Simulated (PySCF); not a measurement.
**Radial density of Zn²⁴⁺ (zinc, charge +24)**

UHF, [He] 2s2 2p2, high-spin 3P determinant. Computed with PySCF 2.14 in an uncontracted even-tempered set (17 s from 6 bohr⁻², ratio 2.2; 11 p from 7.8 bohr⁻², ratio 2.2; 6 d from 33 bohr⁻², ratio 2.4; 5 f from 49 bohr⁻², ratio 2.4; 4 g from 73 bohr⁻², ratio 2.4), with the non-relativistic Hamiltonian (point nucleus).

| r (bohr) | 4πr²ρ (e/bohr) | 4πr²(ρα − ρβ) |
| --- | --- | --- |
| 0.000953 | 0.1998 | 0.0000 |
| 0.00160 | 0.5437 | 0.0000 |
| 0.00270 | 1.440 | 0.0001 |
| 0.00454 | 3.649 | 0.0006 |
| 0.00763 | 8.573 | 0.0041 |
| 0.0128 | 17.74 | 0.0275 |
| 0.0216 | 29.67 | 0.1692 |
| 0.0363 | 34.82 | 0.8804 |
| 0.0611 | 24.35 | 3.4668 |
| 0.103 | 16.52 | 8.6205 |
| 0.173 | 20.53 | 9.9752 |
| 0.291 | 8.291 | 3.1994 |
| 0.489 | 0.3582 | 0.1198 |
| 0.822 | 0.0005040 | 0.0002 |
